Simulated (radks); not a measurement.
Task: Coherent X-ray form factor from a spherical all-electron density. Method: Dirac Kohn-Sham, HCTH/407, spin-unpolarised, spherical densities, finite nucleus; Fermi nuclear charge, rms radius of each element as measured or else 0.836 A^(1/3) + 0.57 fm; computed with a radial shooting solver on a logarithmic mesh with Libxc functionals.

sin(theta)/lambda (1/angstrom),f0 (electrons)
0.05,67.352
0.1,65.517
0.15,62.774
0.2,59.475
0.25,55.946
0.3,52.433
0.4,45.984
0.5,40.540
0.6,35.977
0.8,28.763
1,23.529
1.25,19.221
1.5,16.555
2,13.063

The species is in the configuration that NIST lists as its ground one. Which atom or ion scatters so?

Result: The ytterbium ion Yb2+, [Xe] 4f14. Extrapolating in s^2 from the first two rows gives f0(0) = 68.0, near the electron count 68; among species with that count, the fall with angle is slower the higher Z, and the table is that of Z = 70; from so few rows the species is fixed only to a neighbour or two.
